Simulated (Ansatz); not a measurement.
Consider the formal loss of a carbene: `F[CH2][ZnH]` → `[CH2]` (triplet) + `[F][ZnH]`.

Computed with Ansatz on PBE0-D4/def2-TZVP structures; ΔE is electronic, products minus reactants. CBS: MP2 limit from def2 TZ/QZ plus the TZ coupled-cluster correction, frozen cores. This one scheme is used for every species. Triplets are unrestricted, without spin–orbit coupling. For Zn outer-core shells are correlated without core-valence functions, which leaves a few kJ/mol of doubt a bond. Scalar relativity is left out up to krypton.

| level | ΔE (kJ/mol) |
| --- | --- |
| MP2/def2-SVP | 238.5 |
| HF/CBS(def2) | 102.6 |

(1) What does CCSD(T)/CBS give? (An estimate is asked.)

Largest T1 diagnostic among the species: 0.018.

Answers

(1) Ansatz gave: +252.1 kJ/mol. The listed levels differ from it by -13.6, -149.5 kJ/mol.

The D4 term adds +6.4 kJ/mol with B3LYP and +3.3 kJ/mol with PBE0; it sums over pairs of atoms, weighted by their polarisabilities, and B3LYP, whose exchange is more repulsive, gets the larger term. In def2-TZVPP, CCSD(T) changes the Hartree–Fock value by +138.6 kJ/mol (the triples alone add +12.1 kJ/mol) and MP2 by +143.3 kJ/mol.

B3LYP here is the variant with VWN-RPA as its local correlation; programs differ in this.
